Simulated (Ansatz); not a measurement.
A run of Ansatz (development build ahead of 0.2.0) on singlet Be₆ at this shape:

```xyz
6

Be    2.1500    0.0000   -0.0002
Be    1.0751    1.8621    0.0000
Be   -1.0751    1.8621   -0.0002
Be   -2.1500    0.0002   -0.0001
Be   -1.0749   -1.8620   -0.0002
Be    1.0751   -1.8621    0.0000
```

Its results:

```yaml
Converged: yes
Total_energy: -87.48142 hartree
Spin_squared_of_the_determinant: 0.000
```

(1) Which input gives this output? Name the method, the orbitals and the basis set, and write the input.

Answers

(1) RHF in def2-SVP. An unrestricted run that stays on the closed shell gives the same numbers.

```yaml
crystal:
  periodic: [false, false, false]
  atoms:
    - { symbol: Be, position_ang: [2.15, -1.0e-05, -0.0002] }
    - { symbol: Be, position_ang: [1.07514, 1.86209, -4.0e-05] }
    - { symbol: Be, position_ang: [-1.07505, 1.86207, -0.00016] }
    - { symbol: Be, position_ang: [-2.15005, 0.00016, -0.0001] }
    - { symbol: Be, position_ang: [-1.07488, -1.86196, -0.00016] }
    - { symbol: Be, position_ang: [1.07511, -1.86212, -4.0e-05] }
basis:
  gaussian: { orbitals: def2-SVP }
hamiltonian:
  xc: hf
```
